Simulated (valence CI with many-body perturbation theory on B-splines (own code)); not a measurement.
**Forbidden lines of P10+**

Calculated by relativistic CI+MBPT: three valence electrons over a frozen Dirac-Fock core [He], radial functions for each j: 11 s, 11 p, 10 d, 8 f, 5 g, 2 h, with the one-electron correlation potential Σ1, the two-electron term Σ2, the three-electron term Σ3, Breit, model QED; selected CI, second order for the rest, scaled by the run's own slope (own B-spline code, finite nucleus).

No measured spectrum was set against this ion. As an estimate, levels of excited configurations hold to 0.05 to 0.15 % of their energy, terms of the ground configuration to about 0.5 %.

Lines 1 to 14 of 14 in falling wavelength, among levels below 412.54 eV, chosen from the decays that carry over 1 % of a level's rate. Wavelengths and rates use the calculated energies, so an error of 300 cm⁻¹ moves a line at 44.22 Å by 0.013 % and its rate by three times that or more. Electric multipoles are in the length gauge, E1 and E2 with the static RPA response of the core. S is in atomic units (e²a₀⁴ for E2 and M2, e²a₀⁶ for E3), for M1 in squared Bohr magnetons. Weak lines are less certain than strong ones. Lines between different terms over intervals too small for the method are left out, as are lines whose strength nearly cancels.

| λ vac (Å) | Upper | Lower | Type | A (s⁻¹) | S (a.u.) |
| --- | --- | --- | --- | --- | --- |
| 10310 | 2s2 2p 2P°_3/2 | 2s2 2p 2P°_1/2 | M1 | 8.24e+00 | 1.34e+00 |
| 44.22 | 2s 2p 3p 4D_5/2 | 2s 2p2 4P_5/2 | E2 | 4.54e+07 | 4.11e-02 |
| 44.12 | 2s 2p 3p 4D_7/2 | 2s 2p2 4P_5/2 | E2 | 4.87e+07 | 5.82e-02 |
| 44.06 | 2s 2p 3p 4D_5/2 | 2s 2p2 4P_1/2 | E2 | 3.42e+07 | 3.04e-02 |
| 44.02 | 2s 2p 3p 4D_7/2 | 2s 2p2 4P_3/2 | E2 | 3.27e+07 | 3.86e-02 |
| 38.89 | 2p2 3d 2G_7/2 | 2s 2p2 2D_3/2 | E2 | 2.21e+08 | 1.41e-01 |
| 38.88 | 2p2 3d 2G_9/2 | 2s 2p2 2D_5/2 | E2 | 2.31e+08 | 1.83e-01 |
| 37.94 | 2p2 3d 4F_7/2 | 2s 2p2 4P_5/2 | E2 | 7.49e+07 | 4.20e-02 |
| 37.91 | 2p2 3d 4F_5/2 | 2s 2p2 4P_3/2 | E2 | 1.45e+08 | 6.08e-02 |
| 37.89 | 2p2 3d 4F_9/2 | 2s 2p2 4P_5/2 | E2 | 2.78e+08 | 1.94e-01 |
| 37.89 | 2p2 3d 4F_3/2 | 2s 2p2 4P_1/2 | E2 | 2.16e+08 | 6.03e-02 |
| 37.87 | 2p2 3d 4F_7/2 | 2s 2p2 4P_3/2 | E2 | 2.03e+08 | 1.13e-01 |
| 37.86 | 2p2 3d 4F_5/2 | 2s 2p2 4P_1/2 | E2 | 1.16e+08 | 4.82e-02 |
| 37.71 | 2p2 3d 4D_7/2 | 2s 2p2 4P_5/2 | E2 | 1.64e+08 | 8.92e-02 |
